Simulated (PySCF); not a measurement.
## RbMg and its ions

M06-L; basis Rb def2-SVPD with ECP28, Mg def2-SVPD; scalar-relativistic core potentials; PySCF 2.14. Neutral (UKS): doublet (σ ↑), Re = 4.083 Å, ωe = 71.1 cm⁻¹, De = 0.16 eV, HOMO -2.32 eV, LUMO -1.41 eV.

RbMg⁺ (UKS): singlet (closed shell), Re = 4.062 Å, ωe = 70.4 cm⁻¹, De = 0.23 eV to Rb⁺ + Mg. The energies at the minima are -224.05802 hartree for RbMg and -223.92992 for RbMg⁺.

(1) Work out the adiabatic ionisation energy, without and with harmonic zero-point energies (1 hartree = 27.2114 eV, 1 eV = 8065.5 cm⁻¹), and the change of the bond length.

Closed-shell solutions of metal pairs were not tested for spin polarisation, which can lower them a little. Weak bonds: RbMg, RbMg⁺. Basis-set superposition, not corrected here, can be much of De in a small basis, most of all at correlated wavefunction levels. For an ion De counts to the pair picked by the measured ionisation energies or electron affinities, which need not be the lowest pair at this level. States were picked by a PBE0 search and need not be the measured ground states.

## Answers

(1) At M06-L: 0.12810 hartree = 3.486 eV between the minima; the zero-point term (70.4 − 71.1)/2 cm⁻¹ = -0.000 eV makes it 3.486 eV. Re changes by -2.1 pm against the neutral. The electron leaves a σ orbital, and the small change of length marks it as nearly non-bonding.
